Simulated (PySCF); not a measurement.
# Radial density of Fe (iron, neutral)

TPSSh, [Ar] 3d5 4s2 5s1, high-spin 7S determinant (an excited configuration). Computed with PySCF 2.14 in x2c-QZVPPall with one added diffuse shell each of s, p, d, f, g type (12s8p6d5f3g, 128 functions), with the spin-free X2C one-electron Hamiltonian (Gaussian nucleus).

```json
{"r (bohr)": "0.000818", "4πr²ρ (e/bohr)": "0.1407", "4πr²(ρα − ρβ)": "0.0000"}
{"r (bohr)": "0.00138", "4πr²ρ (e/bohr)": "0.3628", "4πr²(ρα − ρβ)": "0.0000"}
{"r (bohr)": "0.00231", "4πr²ρ (e/bohr)": "0.9180", "4πr²(ρα − ρβ)": "0.0001"}
{"r (bohr)": "0.00389", "4πr²ρ (e/bohr)": "2.256", "4πr²(ρα − ρβ)": "0.0002"}
{"r (bohr)": "0.00655", "4πr²ρ (e/bohr)": "5.273", "4πr²(ρα − ρβ)": "0.0004"}
{"r (bohr)": "0.0110", "4πr²ρ (e/bohr)": "11.29", "4πr²(ρα − ρβ)": "0.0007"}
{"r (bohr)": "0.0185", "4πr²ρ (e/bohr)": "20.81", "4πr²(ρα − ρβ)": "0.0012"}
{"r (bohr)": "0.0311", "4πr²ρ (e/bohr)": "29.94", "4πr²(ρα − ρβ)": "0.0011"}
{"r (bohr)": "0.0524", "4πr²ρ (e/bohr)": "29.83", "4πr²(ρα − ρβ)": "-0.0005"}
{"r (bohr)": "0.0881", "4πr²ρ (e/bohr)": "24.30", "4πr²(ρα − ρβ)": "0.0102"}
{"r (bohr)": "0.148", "4πr²ρ (e/bohr)": "32.27", "4πr²(ρα − ρβ)": "0.1484"}
{"r (bohr)": "0.249", "4πr²ρ (e/bohr)": "29.41", "4πr²(ρα − ρβ)": "0.9112"}
{"r (bohr)": "0.419", "4πr²ρ (e/bohr)": "12.93", "4πr²(ρα − ρβ)": "3.1379"}
{"r (bohr)": "0.705", "4πr²ρ (e/bohr)": "16.56", "4πr²(ρα − ρβ)": "4.9068"}
{"r (bohr)": "1.19", "4πr²ρ (e/bohr)": "7.151", "4πr²(ρα − ρβ)": "2.8547"}
{"r (bohr)": "2.00", "4πr²ρ (e/bohr)": "1.703", "4πr²(ρα − ρβ)": "0.6590"}
{"r (bohr)": "3.36", "4πr²ρ (e/bohr)": "0.5150", "4πr²(ρα − ρβ)": "-0.0008"}
{"r (bohr)": "5.65", "4πr²ρ (e/bohr)": "0.1702", "4πr²(ρα − ρβ)": "0.1388"}
{"r (bohr)": "9.50", "4πr²ρ (e/bohr)": "0.1041", "4πr²(ρα − ρβ)": "0.1040"}
{"r (bohr)": "16.0", "4πr²ρ (e/bohr)": "0.002400", "4πr²(ρα − ρβ)": "0.0024"}
```

Densities and radii are taken from the X2C orbitals without a picture-change correction, which distorts them close to the nucleus.

The outer electron is Rydberg-like, and this basis confines it to a smaller radius and binds it less than a complete one would.
